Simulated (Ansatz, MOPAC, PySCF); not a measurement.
Potential energy curve for NaF, singlet.

- UCCSD(T) = CCSD(T) on UHF/aug-cc-pVDZ, 2 core orbitals frozen run with PySCF
- RKS-PBE = restricted PBE/aug-cc-pVDZ in Ansatz (a first-principles code)
- UKS-M06-2X/6-31G* = unrestricted M06-2X/6-31G*, spherical d (PySCF 2.14.0)
- RMP2/6-31G* = restricted MP2 (frozen core)/6-31G*, spherical d (PySCF)
- AM1, restricted, heats of formation (MOPAC)

Energies are in kcal/mol, each relative to the lowest point of its own curve near equilibrium.

| R / Å | UCCSD(T) | RKS-PBE | UKS-M06-2X/6-31G* | RMP2/6-31G* | AM1 |
|---|---|---|---|---|---|
| 1.53 | 46.6 | 46.6 | 37.9 | 41.3 | ___ |
| 1.62 | 23.7 | 24.2 | 17.1 | 19.5 | 37.3 |
| 1.75 | 6.6 | 7.1 | 3.1 | 4.2 | ___ |
| 1.82 | 2.3 | ___ | 0.4 | 1.0 | ___ |
| 1.85 | 1.3 | 1.6 | 0.0 | 0.3 | 1.7 |
| 1.92 | 0.0 | 0.2 | 0.2 | 0.0 | 0.0 |
| 1.96 | 0.0 | 0.0 | 0.8 | 0.4 | 0.3 |
| 2.02 | 0.6 | 0.4 | 2.4 | 1.7 | 2.0 |
| 2.11 | 2.6 | 2.1 | 5.8 | 4.6 | 6.7 |
| 2.22 | 6.1 | 5.3 | 10.9 | 9.2 | 14.4 |
| 2.38 | 12.1 | 10.8 | 19.3 | 17.2 | 27.5 |
| 2.57 | 19.7 | 18.0 | 29.7 | 27.5 | 43.2 |
| 2.86 | 31.0 | 28.5 | 45.1 | 43.3 | 64.8 |
| 3.18 | 42.5 | 38.9 | 60.6 | 59.8 | 83.6 |
| 3.47 | 51.5 | 46.8 | 72.7 | 73.2 | 96.6 |
| 3.89 | 62.5 | 55.9 | 84.9 | 88.9 | 110.5 |
| 4.27 | — | 62.1 | 90.3 | 99.3 | 119.6 |
| 4.76 | — | 68.0 | 94.2 | 109.4 | 128.4 |
| 5.18 | — | 71.7 | 96.4 | 116.2 | 134.2 |
| 5.73 | — | 75.3 | 98.4 | 123.3 | 140.1 |
| 6.76 | — | ___ | 100.3 | 129.9 | 147.8 |
| 7.69 | — | 81.9 | ___ | 130.1 | 152.5 |

**Question.** Complete the blanks.

**Answer.** 
- 1.53, AM1: 69.5
- 1.75, AM1: 10.4
- 1.82, RKS-PBE: 2.7
- 1.82, AM1: 3.4
- 6.76, RKS-PBE: 79.5
- 7.69, UKS-M06-2X/6-31G*: 101.0

Dashes: no converged value, or the column stops at the first point that the program doubted or that broke a chosen test of continuity, which isn't proof of a fault.

The unrestricted determinant behind UCCSD(T) is spin-contaminated at 4.27 to 7.69 Å (<S²> up to 1.0, against 0.00 for a pure singlet). The restricted form behind RKS-PBE, RMP2/6-31G*, AM1 keeps the bonding electrons paired and can't separate into open-shell fragments. The unrestricted determinant behind UKS-M06-2X/6-31G* is spin-contaminated at 3.89 to 7.69 Å (<S²> up to 0.9, against 0.00 for a pure singlet).
